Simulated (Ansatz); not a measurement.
The cluster Ge₄O₁₀H₄ was relaxed with PBE-D4 (def2-SVP) in Ansatz in these states: charge +1 doublet, neutral singlet. The geometries follow in no particular order.

A:

```
atom   x (Å)   y (Å)   z (Å)
 Ge1   2.214  -0.111  -1.721
 Ge2  -0.722  -1.462   0.740
 Ge3   0.463   1.237  -0.351
 Ge4  -1.217   0.730   2.390
  O5  -1.219   1.857   3.583
  O6  -1.033   2.307  -0.216
  O7  -1.851  -0.743  -0.543
  O8   0.363   0.088  -1.759
  O9   0.228   0.279   1.185
 O10   2.203   1.451  -0.633
 O11   0.400  -2.629   0.351
 O12  -1.742  -0.983   2.174
 O13   2.594  -1.607  -0.912
 O14  -2.033   1.541   0.531
 H15   1.810  -1.997  -0.389
 H16  -1.335  -0.734  -1.389
 H17   3.027   0.132  -2.998
 H18  -2.149   0.647  -0.042
```

B:

```xyz
18

Ge    1.0043   -0.5291   -2.8344
Ge   -1.8941   -0.2201    1.1486
Ge    0.9722    0.0788   -0.2848
Ge    0.2588   -0.0852    2.8496
O     1.4969   -0.4639    3.9088
O     1.5360    1.5070    0.7486
O    -1.5962    1.4394    0.5012
O    -0.1968    0.2918   -1.6261
O     0.0446   -0.7963    1.0691
O     2.1403   -0.7209   -1.3367
O    -3.0429   -1.3107    0.5055
O    -1.5271    0.0207    2.9067
O     0.4408   -2.0446   -3.4922
O     0.6059    1.7225    1.8507
H     0.1897   -2.7415   -2.8542
H    -1.6724    1.5053   -0.4812
H     1.5160    0.3856   -3.9467
H    -0.2760    1.9612    1.3674
```

Q: Judge from the bond lengths which geometry belongs to which state (an estimate).

A: A is the neutral singlet (Ge4–O14 2.186 Å, Ge2–O7 1.854 Å, Ge2–O11 1.665 Å); B is the charge +1 doublet (Ge4–O14 2.094 Å, Ge2–O7 1.806 Å, Ge2–O11 1.710 Å).

These are the stationary points nearest to one start from a short search; other shapes may lie lower in each state.
